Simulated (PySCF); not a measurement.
Compound: C₄H₁₀ClSi (doublet state).
Structure used (GFN2-xTB), in Å, numbered top down from 1:
```xyz
16
C4H10ClSi angstrom
C     -0.811    1.463    0.444
C     -0.814    0.073    0.172
C     -1.795   -0.374   -0.887
Cl    -1.252   -0.899    1.758
Si     0.976   -0.638   -0.119
C      2.123   -0.080    1.278
H     -1.452    2.135   -0.097
H     -0.236    1.862    1.257
H     -2.808   -0.066   -0.633
H     -1.521    0.077   -1.839
H     -1.780   -1.454   -1.001
H      0.846   -2.094   -0.187
H      1.421   -0.092   -1.410
H      3.096   -0.551    1.174
H      1.725   -0.349    2.251
H      2.276    0.995    1.264
```

The hyperfine couplings belong to this conformer and change with its torsions.

Identity: `[CH2][C@](C)(Cl)[SiH2]C` [radical].

Level of theory: PySCF, UKS B3LYP, pcH-1 on C Cl H Si, non-relativistic, mean-field spin-orbit, GIAO. Geometry: GFN2-xTB, one conformer, isolated molecule. Couplings are sensitive to structure, and on GFN2-xTB geometries they can be far from those on DFT ones. The SCF solution wasn't tested for stability.

Task: What is the g tensor, term by term?

Result: 
```json
{"Δg (ppm)": "relativistic mass correction", "1": "-174", "2": "-174", "3": "-174"}
{"Δg (ppm)": "gauge correction", "1": "11", "2": "3", "3": "28"}
{"Δg (ppm)": "orbital Zeeman/spin–orbit", "1": "-643", "2": "557", "3": "4015"}
{"Δg (ppm)": "total", "1": "-806", "2": "386", "3": "3868"}
```

So g = 2.00151, 2.00271, 2.00619 and g_iso = 2.00347; the tensor is rhombic: the two nearest values differ by 26 % of g3 − g1. 

Task: What effective moment and Curie constant follow for a powder?

Result: With the mean of g² = 4.0139 and S(S+1) = 0.75: μ_eff = √(⟨g²⟩S(S+1)) = 1.735 μB and χT = 0.12505·⟨g²⟩·S(S+1) = 0.376 cm³ K/mol (cgs; spin-Hamiltonian part alone).

Task: How much does each term add to the isotropic shift?

Result: The orbital-Zeeman/spin–orbit term 1310, the mass correction -174 and the gauge correction 14 ppm, for a total of 1149 ppm. The orbital-Zeeman/spin–orbit term is the largest in size. The mass correction is the same along every axis, so the anisotropy comes from the other two: their spans along these axes are 25 (gauge) and 4658 ppm (orbital Zeeman/spin–orbit).

Task: At 9.738 GHz, how far is the centre of the isotropic spectrum from where a free electron (g = 2.002319) resonates?

Result: B = hν/(g μB) with μB/h = 13.99624 MHz/mT gives 347.48 mT for the free electron and 347.28 mT at g_iso, 0.20 mT lower.

Task: In a frozen sample, at which fields do the three g values resonate at 9.5, 34, 94 and 263 GHz (hyperfine left aside), and which band first spreads them over more than twice a line width of 0.3 mT?

Result: 
```
band    GHz  B(g3) mT  B(g2) mT  B(g1) mT  spread mT
   X    9.5    338.33    338.92    339.12       0.79
   Q   34.0   1210.87   1212.97   1213.69       2.83
   W   94.0   3347.69   3353.51   3355.50       7.82
   J  263.0   9366.40   9382.69   9388.27      21.87
```

The spread grows in proportion to the frequency. X band is the first where it exceeds 0.6 mT.

Largest spin populations (Mulliken): C1 (+0.94), Cl4 (+0.14) and C2 (-0.06). C1 is the only atom above +0.15. The angles at C1 add up to 359.8°, so it is planar; its axial dipolar tensor and the negative couplings of its protons fit spin in a p orbital normal to that plane.

The HOMO–LUMO gaps are 5.98 eV among the α and 4.89 eV among the β orbitals.
